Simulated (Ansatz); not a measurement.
Frontier orbitals of CH4AlClS, SMILES `C[S][AlH][Cl]`.

The species carries charge 0 and has multiplicity 1. The structure was optimised at the PBE0-D4/def2-TZVP level. It is one conformer, not always the lowest. Basis def2-TZVPP, Ansatz.

Orbital energies of one run (eV). Highest occupied ones, from the top: -7.01, -7.94, -8.89, -9.11, -9.46, -10.31, -11.40, -11.94, -12.49, -17.48, -21.44, -22.24, -74.10, -74.16. Empty: -1.48, -0.45, -0.27, 0.91, 1.73, 2.33.

(1) Which functional gave them?
A. LC-ωPBE
B. r2SCAN0
C. HSE06 (plane-wave form)
D. BHLYP

## Answers

(1) C. HOMO energies: HSE06 -7.01, r2SCAN0 -7.58, LC-ωPBE -10.10, BHLYP -8.43 eV.

LC-ωPBE has ω = 0.4 bohr⁻¹.
